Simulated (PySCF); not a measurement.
Distorted geometries of Tb(NH2)3

Tb(NH2)3 (singlet in the valence; each metal's 4f electrons, 8 of them, lie in its core potential, out of spins and levels; a saddle point, relaxed within its symmetry). PySCF 2.14.0, RKS BP86, Tb lcecp-1-SVP with ECP54, N def2-SVP, H def2-SVP; non-relativistic Hamiltonian with scalar-relativistic core potentials where named; density fitting; no spin-orbit coupling. Relaxed geometry:

```xyz
10

Tb    0.0000    0.0000    0.0000
N     2.2253    0.0000    0.0000
H     2.8636    0.0000    0.8105
H     2.8636    0.0000   -0.8105
N    -1.1127    1.9271    0.0000
H    -1.4318    2.4800    0.8105
H    -1.4318    2.4800   -0.8105
N    -1.1126   -1.9272    0.0000
H    -1.4318   -2.4800    0.8105
H    -1.4318   -2.4800   -0.8105
```

Task: Order these distorted geometries by energy above the relaxed one, lowest first.
A.
```xyz
10

Tb   -0.0004    0.0067   -0.0317
N     2.2197    0.0188    0.0264
H     2.9143   -0.0154    0.8657
H     2.8732   -0.0209   -0.7625
N    -1.1344    1.9632   -0.0180
H    -1.4590    2.4516    0.7582
H    -1.4186    2.4662   -0.8174
N    -1.1301   -1.8947   -0.0474
H    -1.4200   -2.5039    0.8299
H    -1.4449   -2.4716   -0.8030
```
B.
```xyz
10

Tb   -0.0786    0.0860    0.0653
N     2.2085   -0.1771    0.0547
H     2.7819    0.3590    1.0421
H     2.5992   -0.1593   -0.8342
N    -1.0488    1.9180    0.0338
H    -1.3870    2.4486    0.7357
H    -1.4034    2.4834   -0.9782
N    -0.7905   -2.1356   -0.1489
H    -1.2453   -2.3120    0.8968
H    -1.6360   -2.5111   -0.8672
```
C.
```xyz
10

Tb   -0.1624   -0.1596    0.0018
N     2.3611   -0.0024   -0.0391
H     2.7987   -0.0289    0.8651
H     2.7664    0.1542   -1.1136
N    -1.1355    1.8186    0.1301
H    -1.3725    2.2136    0.9183
H    -1.1516    2.4808   -0.6671
N    -1.2514   -1.8956    0.1277
H    -1.5478   -2.3395    0.9166
H    -1.3050   -2.2411   -1.1398
```

Result: A (0.32 eV), B (2.65 eV), C (3.31 eV).

Task: Which forces (eV/Å) act in the one that lies 3.31 eV up?

Result: 
```
Tb   3.80  2.67 -0.79
N   -3.48  0.00 -4.21
H    1.76  0.15 -0.06
H   -0.16 -0.40  4.29
N    1.90 -3.40 -6.14
H   -2.18  3.47  5.76
H    0.00  0.06  0.59
N    0.79  0.61 -6.87
H   -2.09 -3.38  2.25
H   -0.34  0.21  5.16
```
Forces carry noise of the integration grid, about 0.01 to 0.03 eV/Å.

An lcecp potential fixes the number of 4f electrons, so in runs with it no electron can move into or out of that shell.
